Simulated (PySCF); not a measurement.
Species: C₂H₉NSi₃.
Atom-mapped SMILES: `[N:1]#[C:2][CH2:3][SiH:4]([SiH3:5])[SiH3:6]` (hydrogens: H7, H8 on C3; H9 on Si4; H10, H11, H12 on Si5; H13, H14, H15 on Si6)

Cartesian coordinates in Å at the GFN2-xTB level; atoms count from 1:
```xyz
15
C2H9NSi3 angstrom
N      2.3145    0.4355    1.8756
C      2.0325    0.3815    0.7664
C      1.6211    0.3012   -0.5932
Si    -0.2881   -0.0544   -0.6951
Si    -0.6505   -2.1640    0.2178
Si    -1.3874    1.7864    0.2087
H      1.8605    1.2426   -1.0896
H      2.1839   -0.4930   -1.0860
H     -0.4653   -0.0909   -2.1669
H      0.1801   -3.2132   -0.3825
H     -0.3880   -2.1779    1.6561
H     -2.0462   -2.5606    0.0134
H     -1.1507    1.8992    1.6474
H     -0.9886    3.0622   -0.3953
H     -2.8320    1.6533    0.0013
```

Computed, not measured: TDDFT B3LYP/def2-SVPD, vertical, gas phase, core orbitals frozen in the response (PySCF 2.14.0, density-fitted response routines).

Kohn–Sham orbitals with the atoms that hold most of them (Löwdin shares over 4%, at most four atoms; ? is withheld):

| orbital | ε (eV) | atoms |
| --- | --- | --- |
| LUMO+2 | -0.22 | Si4 21%, Si5 15%, Si6 15%, H9 9% |
| LUMO+1 | -0.63 | Si4 26%, Si6 15%, Si5 15%, H9 9% |
| LUMO | -1.07 | Si4 26%, Si6 19%, Si5 19%, H14 8% |
| HOMO | ? | ? |
| HOMO-1 | -8.46 | ? |
| HOMO-2 | -9.07 | Si4 28%, H9 21%, Si6 11%, Si5 11% |
| HOMO-3 | -9.23 | N1 46%, C2 35%, C3 8% |

Give the leading atoms of the HOMO.

Si4 (bonded to C, 2 Si and H) 30%; Si5 (bonded to Si and 3 H) 21%; Si6 (bonded to Si and 3 H) 21%; C3 (bonded to C, Si and 2 H) 5%. By element: silicon 72%, carbon 5% or more.

Give the leading atoms of the HOMO-1.

N1 (bonded to C) 27%; C3 (bonded to C, Si and 2 H) 20%; C2 (bonded to C and N) 17%; Si4 (bonded to C, 2 Si and H) 15%. By element: carbon 38%, nitrogen 27%, silicon 15% or more.

What is the HOMO energy, and the HOMO–LUMO gap?

ε(HOMO) = -8.35 eV; the gap is 7.28 eV (0.2674 hartree).

How does S1 compare with the orbital gap of 7.28 eV?

S1 is at 6.47 eV (f = 0.094), 0.81 eV below the gap, made of HOMO→LUMO (81%), HOMO→LUMO+1 (15%). 

One configuration dominates each of S1, S2, S3, S4 and S5. Which, and how do the shares of the two leading atoms of either orbital change from the occupied to the empty one?

- S1 (6.47 eV, f 0.094), HOMO→LUMO (81%): Si4 30% → 26%, Si5 21% → 19%, Si6 21% → 19%
- S2 (6.60 eV, f 0.020), HOMO-1→LUMO (97%): N1 27% → at most 8%, C3 20% → at most 8%, Si4 15% → 26%, Si6 at most 15% → 19%
- S3 (6.84 eV, f 0.154), HOMO→LUMO+1 (80%): Si4 30% → 26%, Si5 21% → 15%, Si6 21% → 15%
- S4 (6.93 eV, f 0.016), HOMO-1→LUMO+1 (94%): N1 27% → at most 9%, C3 20% → at most 9%, Si4 15% → 26%, Si6 at most 15% → 15%
- S5 (7.03 eV, f 0.0095), HOMO-2→LUMO (97%): Si4 28% → 26%, H9 21% → at most 8%, Si6 11% → 19%

Löwdin shares depend on the basis, the more so with diffuse functions.

One conformer stands for the species.
